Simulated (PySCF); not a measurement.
**Radial density of Nd (neodymium, neutral)**

r2SCAN, [Xe] 4f5 6s1, one real determinant (an excited configuration). Computed with PySCF 2.14 in x2c-TZVPPall (11s7p7d4f2g, 113 functions), with the spin-free X2C one-electron Hamiltonian (Gaussian nucleus).

```
r (bohr)  4πr²ρ (e/bohr)  4πr²(ρα − ρβ)
  0.0271           70.44         0.0033
  0.0457           81.48         0.0078
  0.0768           104.0         0.0007
   0.129           76.95         0.0187
   0.217           90.14         0.4297
   0.365           37.52         2.1071
   0.615           40.35         4.1277
    1.03           14.12         3.2899
    1.74           6.675         1.1954
    2.93           1.242         0.3889
    4.92          0.2320         0.2218
    8.28         0.05141         0.0513
    13.9       0.0004248         0.0004
```

Densities and radii are taken from the X2C orbitals without a picture-change correction, which distorts them close to the nucleus.

⟨L²⟩ = 24.68 against 30 for a pure H term, so this real determinant mixes terms. Spin-orbit coupling, absent here, splits the open shell strongly. At r2SCAN the highest occupied level has a positive energy, so only the finite basis holds that electron; for this excited configuration the basis is too tight for the outer shell.
